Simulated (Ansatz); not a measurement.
Ga(H2O)H3 (GaOH₅). Charge 0, multiplicity 1. Geometry r2SCAN-D4/def2-TZVP.

```
atom    x (Å)    y (Å)    z (Å)
 Ga1  -0.8705  -0.1241  -0.4036
  O2   0.9583   0.4084   0.6642
  H3   1.6624   0.5932   0.0295
  H4   1.2581  -0.3471   1.1858
  H5  -1.7165  -0.4558   0.8731
  H6  -0.2448  -1.3234  -1.2115
  H7  -1.0471   1.2488  -1.1374
```

LC-ωPBE has ω = 0.4 bohr⁻¹.

Task: Estimate the orbital energies around the gap (eV) in Ansatz with HF/STO-3G, PBE-D4/def2-SVP, PBE-D4/def2-TZVP, PBE0-D4/def2-SVP, LC-ωPBE/def2-TZVP.

Result: 
```
orbital  HF/STO-3G  PBE-D4/def2-SVP  PBE-D4/def2-TZVP  PBE0-D4/def2-SVP  LC-ωPBE/def2-TZVP
 HOMO−9     -16.76           -18.91            -18.85            -22.27             -24.47
 HOMO−8     -14.79           -18.90            -18.84            -22.27             -24.47
 HOMO−7     -12.53           -18.80            -18.74            -22.16             -24.35
 HOMO−6      -9.65           -18.80            -18.74            -22.15             -24.34
 HOMO−5      -9.60           -14.94            -15.08            -16.84             -19.98
 HOMO−4      -6.83           -12.01            -12.18            -13.90             -17.23
 HOMO−3      -6.80           -10.04            -10.28            -11.90             -15.20
 HOMO−2      -5.95            -8.73             -8.91            -10.42             -13.53
 HOMO−1      -5.90            -6.49             -6.59             -7.77             -10.65
   HOMO      -5.76            -6.38             -6.47             -7.67             -10.53
   LUMO       8.34            -1.18             -1.52             -0.29               1.48
 LUMO+1      13.30             0.62              0.35              1.53               3.30
 LUMO+2      15.12             1.27              0.75              2.19               3.61
 LUMO+3      16.63             1.86              1.43              2.88               4.43
 LUMO+4      16.92             2.23              1.87              3.02               4.67
 LUMO+5      17.07             2.53              2.15              3.39               4.95
```
